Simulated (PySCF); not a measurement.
## A ladder of Hamiltonians for Pb⁶⁴⁺ (lead, charge +64)

Occupied: 1s1/2, 2s1/2, 2p1/2, 2p3/2, 3s1/2, 3p1/2, 3p3/2. Hartree-Fock calculated with PySCF 2.14 in an even-tempered Gaussian basis (16 s from 9.4 bohr⁻², ratio 2.7; 14 p from 11 bohr⁻², ratio 2.7), Gaussian nucleus throughout. NR is non-relativistic, sf-X2C the spin-free one-electron X2C Hamiltonian, X2C adds the bare one-electron spin-orbit term, X2C-SNSO screens it by Boettger's factors, DC is four-component Dirac-Coulomb, and the Gaunt and Breit terms are added at first order (total energies over the DC spinors, levels after relaxing the spinors in that mean field). QED terms are absent. Levels marked empty are virtual spinors of this ion; the basis has s and p functions only, so 3d, which can lie below the n = 4 levels, is absent.

```json
{"Hamiltonian": "NR", "E (hartree)": "-15014.5742", "E − E(DC) (hartree)": "1338.8093", "CPU seconds": "0.44"}
{"Hamiltonian": "sf-X2C", "E (hartree)": "-16307.7419", "E − E(DC) (hartree)": "45.6416", "CPU seconds": "0.33"}
{"Hamiltonian": "X2C", "E (hartree)": "-16346.4207", "E − E(DC) (hartree)": "6.9628", "CPU seconds": "0.33"}
{"Hamiltonian": "X2C-SNSO", "E (hartree)": "-16344.3702", "E − E(DC) (hartree)": "9.0132", "CPU seconds": "0.33"}
{"Hamiltonian": "DC", "E (hartree)": "-16353.3835", "E − E(DC) (hartree)": "0.0000", "CPU seconds": "17"}
{"Hamiltonian": "DC+Gaunt", "E (hartree)": "-16329.7470", "E − E(DC) (hartree)": "23.6364", "CPU seconds": "28"}
{"Hamiltonian": "DC+Breit", "E (hartree)": "-16332.0161", "E − E(DC) (hartree)": "21.3674", "CPU seconds": "79"}
```

**Question.** Give the 3p spin-orbit interval with each Hamiltonian that has one.

**Answer.** X2C 599.0; X2C-SNSO 582.3; DC 582.6; DC+Gaunt 577.0; DC+Breit 577.0 (eV).

```json
{"level (eV)": "1s1/2", "NR": "-84596.6", "sf-X2C": "-93612.2", "X2C": "-93574.3", "X2C-SNSO": "-93576.4", "DC": "-93704.0", "DC+Gaunt": "-93348.6", "DC+Breit": "-93375.1"}
{"level (eV)": "2s1/2", "NR": "-18380.0", "sf-X2C": "-20936.7", "X2C": "-20925.5", "X2C-SNSO": "-20926.1", "DC": "-20945.3", "DC+Gaunt": "-20904.0", "DC+Breit": "-20907.3"}
{"level (eV)": "2p1/2", "NR": "-17908.2", "sf-X2C": "-18698.4", "X2C": "-20360.5", "X2C-SNSO": "-20310.4", "DC": "-20323.7", "DC+Gaunt": "-20257.0", "DC+Breit": "-20263.1"}
{"level (eV)": "2p3/2", "NR": "-17908.2", "sf-X2C": "-18698.4", "X2C": "-18065.0", "X2C-SNSO": "-18079.6", "DC": "-18093.7", "DC+Gaunt": "-18050.3", "DC+Breit": "-18056.5"}
{"level (eV)": "3s1/2", "NR": "-7421.5", "sf-X2C": "-8199.1", "X2C": "-8195.8", "X2C-SNSO": "-8196.0", "DC": "-8200.7", "DC+Gaunt": "-8190.6", "DC+Breit": "-8191.8"}
{"level (eV)": "3p1/2", "NR": "-7220.9", "sf-X2C": "-7529.0", "X2C": "-7959.9", "X2C-SNSO": "-7947.1", "DC": "-7950.7", "DC+Gaunt": "-7934.1", "DC+Breit": "-7936.0"}
{"level (eV)": "3p3/2", "NR": "-7220.9", "sf-X2C": "-7529.0", "X2C": "-7360.9", "X2C-SNSO": "-7364.8", "DC": "-7368.0", "DC+Gaunt": "-7357.0", "DC+Breit": "-7359.0"}
{"level (eV)": "4s1/2 (empty)", "NR": "-3871.8", "sf-X2C": "-4168.8", "X2C": "-4168.0", "X2C-SNSO": "-4168.0", "DC": "-4169.6", "DC+Gaunt": "-4165.8", "DC+Breit": "-4166.4"}
{"level (eV)": "4p1/2 (empty)", "NR": "-3788.4", "sf-X2C": "-3922.3", "X2C": "-4081.7", "X2C-SNSO": "-4077.0", "DC": "-4078.3", "DC+Gaunt": "-4072.1", "DC+Breit": "-4072.9"}
{"level (eV)": "4p3/2 (empty)", "NR": "-3788.4", "sf-X2C": "-3922.3", "X2C": "-3860.5", "X2C-SNSO": "-3861.9", "DC": "-3863.0", "DC+Gaunt": "-3858.9", "DC+Breit": "-3859.7"}
```

Weight of the small component: 1s1/2 0.0978, 2s1/2 0.0230, 2p1/2 0.0229, 2p3/2 0.0203, 3s1/2 0.00875, 3p1/2 0.00865, 3p3/2 0.00794, 4s1/2 0.00407, 4p1/2 0.00419, 4p3/2 0.00383.

Koopmans' value for the highest occupied level at DC+Breit: 7359.0 eV, against an ionisation energy of 7362 ± 24 eV (theoretical estimate listed by NIST; NIST Atomic Spectra Database, ionization energies); the former lacks relaxation, correlation, QED and recoil.

The whole ladder took 130 s of wall time on 1 thread of Neoverse-N1 (shared host), launched as `OMP_NUM_THREADS=1 python relrun2.py TASK.json OUT` (a driver that calls PySCF for each Hamiltonian).
